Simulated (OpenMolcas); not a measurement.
**Ta3+: moving the ligands**

Ta3+ with its 6 nearest fluoride ions at 1.998 Å, on the Ga site of K2NaGaF6 (a = 8.246 Å, distance in the model lattice 1.938 Å). The rest of the host is ab initio model potentials to 7.6 Å, with orthogonalisation functions on the cations behind the ligands, and point charges beyond; the distance is set by hand and nothing relaxes. Ligand basis ANO-RCC-VDZP.
```
Ta    0.0000    0.0000    0.0000
F     1.9980    0.0000    0.0000
F     0.0000    1.9980    0.0000
F    -1.9980    0.0000    0.0000
F     0.0000   -1.9980    0.0000
F     0.0000    0.0000    1.9980
F     0.0000    0.0000   -1.9980
```

| Property | Result |
| --- | --- |
| Program | OpenMolcas 26.06 |
| Method | SS-CASPT2, IPEA 0.25 Eh, imaginary shift 0.1 Eh (the lowest 17 gerade and 18 ungerade orbitals frozen, chosen by energy and not by shell, so the metal 5p can be frozen and 4f correlated) |
| Basis | ANO-RCC-VTZP [8s7p5d3f2g1h] |
| Scalar Hamiltonian | DKH2, point nucleus |
| Active space | 2 electrons in 5 orbitals (5d) |
| State averaging | 2S+1 = 3 even, 10 roots; 2S+1 = 1 even, 15 roots |
| Spin-orbit coupling | state interaction with AMFI integrals over the reference wave functions |

Runs around this geometry, states (labels of O, the rotations of Oh). Energies in cm-1 above the lowest state or level, χT in cm3 K/mol; under a threefold ground state the first gap can be a small split of the lowest multiplet, not the spin-orbit step; 10Dq and B are least-squares fits to the states below 45000 cm-1, weighted by degeneracy, with a free offset, and given where the rms deviation is under 5 % of |10Dq| (or 100 cm-1) and under 700 cm-1.

```csv
R (Å),Ground state,First state of that spin,10Dq,B (rms of fit),First gap with spin-orbit (degeneracies),χT at 300 K,First state of another spin
1.938,3T1,3T2 40330,,,"150 (2, 3)",0.190,1E 7510
1.998,3T1,3T2 35460,36461,527 (138),"170 (2, 3)",0.175,1T2 7660
2.03,3T1,3T2 33120,34391,525 (179),"180 (2, 3)",0.167,1T2 7800
```

Taking the first state of the same spin as R^-n, n = -ln(33120 / 40330) / ln(2.03 / 1.938) = 4.2 between the shortest and longest distance.

Roots that are degenerate in the reference are averaged as groups; the widest CASPT2 spread within a group is 260 cm-1 (the 3-fold group of multiplicity 1 near 43500 cm-1 above the lowest state of its run, R = 1.998). Shifts and gaps below about the spread of the groups concerned are not significant. Over all roots computed the reference weight is 0.74 to 0.76 in R = 1.938, 0.74 to 0.75 in R = 1.998, 0.74 to 0.75 in R = 2.03; a low but even weight reflects the number of correlated electrons. An orbital triplet at a regular site is open to Jahn-Teller coupling, which can distort the site and quench the lowest spin-orbit gaps and is left out. Ligand-to-metal charge-transfer states are missing. With no ligand orbital active B as a rule stays too high, so bands that hang on it stand too high and its fall with covalency is understated. With one d shell and no ligand orbital active, 10Dq can be off by a tenth or more. The least metal-like active orbital is 77 % on the metal (Löwdin) and no ligand orbital is active, so the numbers are rough (holds for R = 1.938). The least metal-like active orbital is 79 % on the metal (Löwdin) and no ligand orbital is active, so the numbers are rough (holds for R = 1.998). The least metal-like active orbital is 80 % on the metal (Löwdin) and no ligand orbital is active, so the numbers are rough (holds for R = 2.03). No measured value stands beside these numbers; the geometry was set by hand and not optimised.
